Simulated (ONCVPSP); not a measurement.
Logarithmic derivatives: Rb, ONCV

rubidium (Rb), optimised norm-conserving Vanderbilt (ONCV), made with ONCVPSP 4.0.1 (LDA (Perdew-Zunger), scalar-relativistic). Core [Ar] 3d10, reference 4s2 4p6 5s0.5 (charge +0.5). Waves: 4s+5s: rc 1.85 bohr, ncon 4, nbas 7, qcut 5.9 1/bohr, 2 projectors; 4p: rc 2.25 bohr, ncon 4, nbas 9, qcut 6.3 1/bohr, 2 projectors, debl 2.2 Ha; d scattering state at 0.23 Ha: rc 2.10 bohr, ncon 5, nbas 10, qcut 5.4 1/bohr, 2 projectors, debl 0.6 Ha; f scattering state at 0.18 Ha: rc 2.30 bohr, ncon 4, nbas 7, qcut 4.7 1/bohr, 2 projectors, debl 3.8 Ha. Local part: polynomial inside 1.20 bohr (lpopt 4, dvloc0 0 Ha). Core correction: Teter function, fcfact 5.5, rcfact 1.2.

The phase is arctan(r·R′/R) of the radial function R(r), unwrapped; energies in Ha, scanned from -3 to 5 Ha. A pole is an energy at which the radial function vanishes at the test radius. The pseudo phase is shifted by a multiple of π to meet the all-electron one at the reference energy, and phase errors are pseudo minus all-electron; the curves can meet again beyond the range given. Levels narrower than the energy grid can be missing from the lists of poles.

Problem. For each channel, where are the poles, and over which energies does the pseudopotential scatter like the atom?

Solution.

| channel | radius (bohr) | reference energy (Ha) | poles, all-electron | poles, pseudo | unbroken range about the reference energy with phases within 0.05 rad | phase error 1 Ha above the reference energy (rad) |
| --- | --- | --- | --- | --- | --- | --- |
| s | 1.88 | -0.16 | -0.45 | -0.45 | the whole range | -0.000 |
| p | 2.28 | -0.69 | -0.22, 4.38 | -0.22, 4.30 | the whole range | -0.000 |
| d | 2.13 | 0.23 | 1.35 | 1.35 | below 3.1 | -0.000 |
| f | 2.34 | 0.18 | 2.20 | 2.19 | the whole range | -0.002 |

Phases in the d channel:

```json
{"E (Ha)": "-2.98", "all-electron": "1.324", "pseudo": "1.323"}
{"E (Ha)": "-2.76", "all-electron": "1.310", "pseudo": "1.309"}
{"E (Ha)": "-2.54", "all-electron": "1.295", "pseudo": "1.294"}
{"E (Ha)": "-2.32", "all-electron": "1.276", "pseudo": "1.276"}
{"E (Ha)": "-2.10", "all-electron": "1.255", "pseudo": "1.254"}
{"E (Ha)": "-1.88", "all-electron": "1.228", "pseudo": "1.227"}
{"E (Ha)": "-1.66", "all-electron": "1.194", "pseudo": "1.194"}
{"E (Ha)": "-1.44", "all-electron": "1.150", "pseudo": "1.149"}
{"E (Ha)": "-1.22", "all-electron": "1.090", "pseudo": "1.089"}
{"E (Ha)": "-1.00", "all-electron": "1.003", "pseudo": "1.003"}
{"E (Ha)": "-0.78", "all-electron": "0.868", "pseudo": "0.868"}
{"E (Ha)": "-0.56", "all-electron": "0.639", "pseudo": "0.639"}
{"E (Ha)": "-0.34", "all-electron": "0.232", "pseudo": "0.232"}
{"E (Ha)": "-0.12", "all-electron": "-0.353", "pseudo": "-0.353"}
{"E (Ha)": "0.10", "all-electron": "-0.842", "pseudo": "-0.842"}
{"E (Ha)": "0.32", "all-electron": "-1.128", "pseudo": "-1.128"}
{"E (Ha)": "0.54", "all-electron": "-1.294", "pseudo": "-1.294"}
{"E (Ha)": "0.76", "all-electron": "-1.401", "pseudo": "-1.401"}
{"E (Ha)": "0.98", "all-electron": "-1.476", "pseudo": "-1.476"}
{"E (Ha)": "1.20", "all-electron": "-1.536", "pseudo": "-1.536"}
{"E (Ha)": "1.42", "all-electron": "-1.586", "pseudo": "-1.586"}
{"E (Ha)": "1.64", "all-electron": "-1.633", "pseudo": "-1.633"}
{"E (Ha)": "1.86", "all-electron": "-1.679", "pseudo": "-1.680"}
{"E (Ha)": "2.08", "all-electron": "-1.731", "pseudo": "-1.732"}
{"E (Ha)": "2.30", "all-electron": "-1.793", "pseudo": "-1.795"}
{"E (Ha)": "2.52", "all-electron": "-1.876", "pseudo": "-1.880"}
{"E (Ha)": "2.74", "all-electron": "-2.002", "pseudo": "-2.012"}
{"E (Ha)": "2.96", "all-electron": "-2.223", "pseudo": "-2.251"}
{"E (Ha)": "3.18", "all-electron": "-2.669", "pseudo": "-2.746"}
{"E (Ha)": "3.40", "all-electron": "-3.395", "pseudo": "-3.506"}
{"E (Ha)": "3.62", "all-electron": "-3.943", "pseudo": "-4.015"}
{"E (Ha)": "3.84", "all-electron": "-4.214", "pseudo": "-4.259"}
{"E (Ha)": "4.06", "all-electron": "-4.357", "pseudo": "-4.389"}
{"E (Ha)": "4.28", "all-electron": "-4.444", "pseudo": "-4.470"}
{"E (Ha)": "4.50", "all-electron": "-4.503", "pseudo": "-4.525"}
{"E (Ha)": "4.72", "all-electron": "-4.546", "pseudo": "-4.566"}
{"E (Ha)": "4.94", "all-electron": "-4.579", "pseudo": "-4.598"}
```
